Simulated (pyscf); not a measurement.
**F–TiH(F)–F (SMILES [F][TiH]([F])[F]), singlet**

Gas-phase minimum from PySCF at ωB97X-D3(BJ)/def2-SVP, one conformer. 

SMILES: [F][TiH]([F])[F]
```xyz
5

F      0.9214     1.1538    -0.8394
Ti     0.7062    -0.2632     0.1235
F      0.9524     0.0288     1.8078
F     -0.7903    -1.0590    -0.2046
H      1.9002    -1.3213    -0.3374
```
Charge 0, spin multiplicity 1.

Bonded distances (Å): F1–Ti2 1.727, Ti2–F3 1.727, Ti2–F4 1.726, Ti2–H5 1.661. Bond angles (°): F1–Ti2–F3 112.8, F1–Ti2–F4 112.4, F1–Ti2–H5 106.2, F3–Ti2–F4 112.8, F3–Ti2–H5 106.0, F4–Ti2–H5 106.1.

Properties at ωB97X-D3(BJ)/def2-SVP:

```yaml
harmonic_wavenumbers_unscaled: 202, 203, 205, 573, 574, 772, 865, 865, 1846 cm⁻¹
zero_point_energy: 8.7 kcal/mol
rotational_symmetry_number: 3
Entropy of this conformer at 298 K and 1 atm, rigid rotor and harmonic oscillator, modes under 100 cm⁻¹ raised to 100: 297.4 J/(mol K)
dipole_moment: 0.14 D
```

Single-point totals, which compare only within one level (frozen core for MP2 and CC):

```csv
level,total energy (hartree)
ωB97X-D3(BJ)/def2-TZVP,-1149.91917
PBE/def2-TZVP,-1149.44894
r²SCAN/def2-TZVP,-1149.79698
B3LYP-D3(BJ)/def2-TZVP,-1149.96151
PBE0-D3(BJ)/def2-TZVP,-1149.44457
M06-2X/def2-TZVP,-1149.77041
ωB97M-D3(BJ)/def2-TZVP,-1150.00660
HF/def2-TZVPP,-1147.63049
MP2/def2-TZVPP,-1148.81251
CCSD/def2-TZVPP,-1148.81341
CCSD(T)/def2-TZVPP,-1148.86296
```

The CCSD(T) − MP2 part came from Ansatz, without density fitting, on the same reference. The frozen core leaves the outer d or s,p core shells of the metals and heavy elements correlated in the MP2 and CC values, and def2-TZVPP describes them poorly, so these totals are far from the basis limit.
